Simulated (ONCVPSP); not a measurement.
# Potentials for P compared

Generated with ld1.x 7.5 (TM, RRKJ, ultrasoft, PAW), atompaw 4.2 or ONCVPSP 4.0.1. The cutoff is in Ry: for ld1.x and atompaw files where the sum of valence levels is converged to 10 mRy in a Bessel basis, for ONCV files where the hardest occupied wave has 1 mHa per electron of residual kinetic energy. The error is the largest all-electron minus pseudo excitation energy over each file’s own four to seven test configurations (ionisations up to +4, promotions, holes and added fractions of an electron), all of which were solved. The labels leave out finer settings (local radius, basis sizes, second energies), which also bear on the numbers. Spin-polarised tests are not counted. The rows are a selection from randomly drawn settings: files with unsolved tests, undetermined cutoffs or missed reference levels are left out.

A true bound ghost makes a file unfit for plane-wave use even where its test errors are small: the radial tests pick states by their node count and pass the ghost by.

```tsv
potential	cutoff (Ry)	largest error (meV)	bound ghosts
ONCV, PBE, scalar-relativistic, rc 1.70/1.20/1.35 (spd), local smoothed, core correction no, reference 3s2 3p2.5, qcut 4.9/6/6.5, projectors 2/2/2	171	+4.9	p
ONCV, PBE, non-relativistic, rc 1.05/0.95 (sp), local smoothed, core correction yes, reference 2s2 2p6 3s2 3p3, qcut 13.7/17, projectors 2/3	207	+11	none
ONCV, PBE, scalar-relativistic, rc 1.60/1.35/1.70 (spd), local p, core correction no, reference 3s2 3p2, qcut 4.9/4.9/6.6, projectors 2/0/2	158	+17	none
ONCV, PBE, scalar-relativistic, rc 1.25/1.25/1.25 (spd), local p, core correction yes, reference 3s1.75 3p3.25, qcut 6.2/6.2/8.6, projectors 3/0/2	103	+29	s
```

**Question.** Fill in the row for P: ONCV, PBE, scalar-relativistic, rc 0.95/0.95/0.95 (spd), local smoothed, core correction yes, reference 2s2 2p6 3s2 3p1.5, qcut 16.4/16.5/11.5, projectors 2/2/3.

**Answer.** cutoff 200 Ry, largest error +648 meV, bound ghosts: none.
